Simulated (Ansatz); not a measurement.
```yaml
crystal:
  periodic: [false, false, false]
  atoms:
    - {symbol: Br, position_ang: [-2.345823, 0.144650, -0.252478]}
    - {symbol: Sn, position_ang: [0.371595, -0.189887, -0.828662]}
    - {symbol: Br, position_ang: [1.035555, -1.590506, 1.159117]}
    - {symbol: H, position_ang: [1.009191, 1.606899, -0.179348]}
basis:
  gaussian: {orbitals: x2c-TZVPPall}
magnetization: {spin_polarized: true, initial_magnetization: 1}
hamiltonian: {xc: {name: BLYP}, dispersion: d4}
scf: {lower_state_search: off}
relax: {f_tol: 0.0001, max_steps: 3}
output: {forces: true}
```

```sh
$ ansatz run in.yaml --threads 4 --pin off --events-out ev --progress --plain --max-ram 10444MiB
```

Shortened log:

```
Functional definition: BLYP
1383 factors; their error is unknown
mean field evaluation 1: about -309941.5855 eV, gradient 1.7e1 eV
mean field evaluation 2: about -309928.3118 eV, gradient 4.5e1 eV
mean field evaluation 4: about -309942.6534 eV, gradient 9.2e0 eV
mean field evaluation 8: about -309943.3013 eV, gradient 1.3e-1 eV
mean field evaluation 16: about -309943.2775 eV, gradient 6.3e-4 eV
mean field -309943.27754593 eV, -11390.2053627138 hartree, gradient 3.3e-6 eV, S^2 0.756364; 0 other end points of the search recorded, 0 dependent functions left out
reference -309943.27785298 eV, -11390.2053739975 hartree; 61, 60 occupied and 109, 110 virtual orbitals, 1383 factors
relax step   1: F+E_penalty+E_count = -309943.55025839 eV  Δ(F+E_penalty+E_count) = +0.000e0 eV  max|allowed force component| = 1.337e0 eV/Å  Δτ_max = 0.0000 Å  (22 SCF iters, accepted)
1383 factors; their error is unknown
mean field evaluation 32: about -309943.6125 eV, gradient 1.7e-3 eV
mean field -309943.61247047 eV, -11390.2176709638 hartree, gradient 1.4e-6 eV, S^2 0.752317; 0 other end points of the search recorded, 0 dependent functions left out
reference -309943.61277742 eV, -11390.2176822439 hartree; 61, 60 occupied and 109, 110 virtual orbitals, 1383 factors
relax step   2: F+E_penalty+E_count = -309943.87289023 eV  Δ(F+E_penalty+E_count) = -3.226e-1 eV  max|allowed force component| = 9.731e-1 eV/Å  Δτ_max = 0.1951 Å  (27 SCF iters, accepted)
1383 factors; their error is unknown
mean field -309943.66897130 eV, -11390.2197473310 hartree, gradient 1.9e-6 eV, S^2 0.752539; 0 other end points of the search recorded, 0 dependent functions left out
reference -309943.66927387 eV, -11390.2197584502 hartree; 61, 60 occupied and 109, 110 virtual orbitals, 1383 factors
relax step   3: F+E_penalty+E_count = -309943.93075765 eV  Δ(F+E_penalty+E_count) = -5.787e-2 eV  max|allowed force component| = 5.098e-1 eV/Å  Δτ_max = 0.0970 Å  (25 SCF iters, accepted)
Error: geometry relaxation did not converge after 3 steps: max|allowed force component| = 5.10e-1 eV/Å (threshold 1.0e-4). Raise `relax.max_steps` over both its present limit and 3, loosen `relax.f_tol`, or start from a geometry closer to equilibrium. Where this run's directory can be resumed (`checkpoint.write`), a resume goes on for up to `relax.max_steps` more
```

Question: Something in this input is off. What?

Answer: The relaxation is allowed too few steps for its threshold. The calculation stopped without meeting its thresholds.
